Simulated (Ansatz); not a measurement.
C₃H₇O₂ (SMILES C[C](O)CO), doublet, geometry from GFN2-xTB; BLYP/3-21G (Ansatz, a first-principles code).

The Ansatz input:
Ansatz 0.2 input:
```yaml
crystal:
  periodic: [false, false, false]
  atoms:
    - {symbol: C, position_ang: [1.38289072, -0.82437573, 0.53679913]}
    - {symbol: C, position_ang: [0.50950365, 0.09301209, -0.23765718]}
    - {symbol: O, position_ang: [0.84386230, 1.43063186, -0.17475057]}
    - {symbol: C, position_ang: [-0.85836591, -0.30056562, -0.65335888]}
    - {symbol: O, position_ang: [-1.77431808, -0.43610899, 0.44043898]}
    - {symbol: H, position_ang: [0.85160641, -1.25365403, 1.39124192]}
    - {symbol: H, position_ang: [1.71658133, -1.65698409, -0.08560365]}
    - {symbol: H, position_ang: [2.25033180, -0.27778887, 0.89490509]}
    - {symbol: H, position_ang: [0.23410632, 1.94603789, -0.71552314]}
    - {symbol: H, position_ang: [-0.85088573, -1.28963408, -1.11844561]}
    - {symbol: H, position_ang: [-1.26579534, 0.42763259, -1.37435551]}
    - {symbol: H, position_ang: [-1.69646917, 0.33978311, 1.00757527]}
basis:
  gaussian:
    orbitals: 3-21G.json
    final_grid: {core_spheres: 10, valence_spheres: 20, degree: 41}
hamiltonian:
  xc: blyp
magnetization: {spin_polarized: true, initial_magnetization: 1}
```
The basis file holds 3-21G in the JSON format of the Basis Set Exchange.

What the program printed (banner, timings and long lists left out):

```
Functional definition: BLYP
797 factors; their error is unknown
mean field evaluation 1: about -7265.9370 eV, gradient 4.5e1 eV
mean field evaluation 2: about -7257.3057 eV, gradient 6.4e1 eV
mean field evaluation 4: about -7273.8551 eV, gradient 2.9e0 eV
mean field evaluation 8: about -7273.8091 eV, gradient 1.4e-1 eV
mean field evaluation 16: about -7273.8092 eV, gradient 1.7e-5 eV
a density is far from that of the atoms, so the factors are made again for it
758 factors; integrals over basis functions are off by at most 7.1e-5 eV
mean field -7273.80629989 eV, -267.3074511579 hartree, gradient 2.5e-5 eV, S^2 0.752169; 0 other end points of the search recorded, 0 dependent functions left out
reference -7273.80655055 eV, -267.3074603695 hartree; 21, 20 occupied and 38, 39 virtual orbitals, 758 factors
Total energy: -7273.80655055 eV, -267.3074603695 hartree
```
